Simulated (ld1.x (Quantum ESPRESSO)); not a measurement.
Results of a calculation; reference values are marked as such.
Hardness and transferability of assorted potentials

Generated with ld1.x 7.5 (TM, RRKJ, ultrasoft, PAW), atompaw 4.2 or ONCVPSP 4.0.1. The cutoff is in Ry: for ld1.x and atompaw files where the sum of valence levels is converged to 10 mRy in a Bessel basis, for ONCV files where the hardest occupied wave has 1 mHa per electron of residual kinetic energy. The error is the largest all-electron minus pseudo excitation energy over each file’s own four to seven test configurations (ionisations up to +4, promotions, holes and added fractions of an electron), all of which were solved. The labels leave out finer settings (local radius, basis sizes, second energies), which also bear on the numbers. Spin-polarised tests are not counted. The rows are a selection from randomly drawn settings: files with unsolved tests, undetermined cutoffs or missed reference levels are left out.

A true bound ghost makes a file unfit for plane-wave use even where its test errors are small: the radial tests pick states by their node count and pass the ghost by.

```csv
element,potential,cutoff (Ry),largest error (meV),bound ghosts
N,"TM semilocal, PBEsol, scalar-relativistic, rc 0.85/1.30 (sp), local p, core correction yes, reference 2s2 2p3",70,+527,none
Al,"PAW, PBE, non-relativistic, rc 1.25/1.15/1.00 (spd), local smoothed, core correction yes, reference 2s2 2p6 3s1 3p0",70,+68,none
Mo,"TM, PBE, scalar-relativistic, rc 2.15/2.65/1.95 (spd), local p, core correction yes, reference 4d4 5s0 5p0",40,-342,s
Sb,"TM, LDA (PZ), scalar-relativistic, rc 1.40/1.95 (sp), local smoothed, core correction yes, reference 5s2 5p3",45,-127,"s, p, d"
Te,"TM, BLYP, scalar-relativistic, rc 1.65/2.20 (sp), local p, core correction yes, reference 5s2 5p4",30,-162,none
Hg,"TM, PBEsol, scalar-relativistic, rc 1.75/3.00/3.20 (spd), local s, core correction yes, reference 6s2 6p0",25,-538,d
Tl,"PAW, PBE, scalar-relativistic, rc 2.25/2.50/1.45 (spd), local smoothed, core correction yes, reference 5d10 6s2 6p1",50,-177,"s, p"
```

Q: Fill in the row for Te: TM, LDA (PZ), scalar-relativistic, rc 1.70/1.80/1.50 (spd), local s, core correction yes, reference 5s2 5p4.

A: cutoff 30 Ry, largest error -79 meV, bound ghosts: d.
